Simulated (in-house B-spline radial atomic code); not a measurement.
Inner levels of holmium as electrons are removed. A shift is the extra binding of the orbital against the neutral atom ([Xe] 4f11 6s2). The density at the nucleus is averaged over the nuclear charge. Computed with a B-spline radial code for spherical atoms: Dirac-Hartree-Fock, average of the configuration, finite nuclei.

```tsv
ion	configuration	shift of 3s1/2 (eV)	shift of 4d5/2 (eV)	shift of 4s1/2 (eV)	radius of 3s1/2 (bohr)	radius of 4d5/2 (bohr)	radius of 4s1/2 (bohr)	Σ<r²> (bohr²)	change of density at nucleus (bohr⁻³)
Ho12+	[Kr] 4d10 4f7 5s2	241.74	230.3	234.97	0.22864	0.58269	0.51417	13.623	421.12
Ho13+	[Kr] 4d10 4f6 5s2	278.49	262.46	268.86	0.22862	0.57727	0.51219	12.748	516.94
Ho14+	[Kr] 4d10 4f6 5s1	?	?	?	?	?	?	?	?
Ho15+	[Kr] 4d10 4f4 5s2	?	?	?	?	?	?	?	?
Ho16+	[Kr] 4d10 4f5	370.96	347.42	355.04	0.22861	0.56799	0.51017	9.3171	-521.65
Ho17+	[Kr] 4d10 4f4	413	383.24	392.77	0.22857	0.56228	0.50778	8.7101	-472.36
Ho18+	[Kr] 4d10 4f3	456.73	420.14	431.62	0.22852	0.55653	0.50527	8.1506	-417.86
Ho19+	[Kr] 4d10 4f2	502.1	458.08	471.55	0.22847	0.55078	0.50265	7.6326	-358.19
Ho20+	[Kr] 4d10 4f1	549.09	497.03	512.51	0.2284	0.54504	0.49994	7.1509	-293.36
```

Q: Fill in the row of Ho14+.

A: shift of 3s1/2 (eV): 304.28; shift of 4d5/2 (eV): 287.33; shift of 4s1/2 (eV): 293.43; radius of 3s1/2 (bohr): 0.22863; radius of 4d5/2 (bohr): 0.57548; radius of 4s1/2 (bohr): 0.51261; Σ<r²> (bohr²): 11.332; change of density at nucleus (bohr⁻³): -6.458.

Q: Fill in the row of Ho15+.

A: shift of 3s1/2 (eV): 357.48; shift of 4d5/2 (eV): 330.39; shift of 4s1/2 (eV): 340.51; radius of 3s1/2 (bohr): 0.22856; radius of 4d5/2 (bohr): 0.56605; radius of 4s1/2 (bohr): 0.50776; Σ<r²> (bohr²): 11.228; change of density at nucleus (bohr⁻³): 728.42.
